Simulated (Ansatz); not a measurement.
C₃FN₃Sn (`N#[C][Sn]([F])([C]#N)[C]#N`), relaxed with RKS PBE0-D4/def2-TZVP in Ansatz 0.2.0 from a PBE-D4/def2-SVP geometry. The force threshold is 0.005 eV/Å; the program also tests the step.

The species carries charge 0 and has multiplicity 1. Sn takes the def2 core potential.

Start:

```xyz
8

N     1.142    2.338   -1.828
C     0.703    1.565   -1.062
Sn   -0.128    0.196    0.299
F    -0.794    1.197    1.816
C     1.326   -1.151    0.997
N     2.145   -1.902    1.374
C    -1.747   -0.830   -0.562
N    -2.647   -1.415   -1.035
```

Problem. How much energy does the relaxation release, and in how many steps? (Estimate.)

Solution. Computed: 14.13 kJ/mol, in 4 steps.

Problem. Which bonds change most? (Estimate.)

Solution. Ansatz gave: Sn3–F4 from 1.936 to 1.886 Å; C2–Sn3 from 2.101 to 2.072 Å; Sn3–C7 from 2.101 to 2.072 Å; Sn3–C5 from 2.101 to 2.072 Å.

Problem. Give the relaxed structure. (Best estimate.)

Solution. Ansatz gave: 
```xyz
8

N     1.136    2.299   -1.795
C     0.683    1.554   -1.044
Sn   -0.126    0.189    0.288
F    -0.773    1.159    1.769
C     1.313   -1.128    0.987
N     2.114   -1.866    1.359
C    -1.732   -0.820   -0.545
N    -2.614   -1.387   -1.020
```
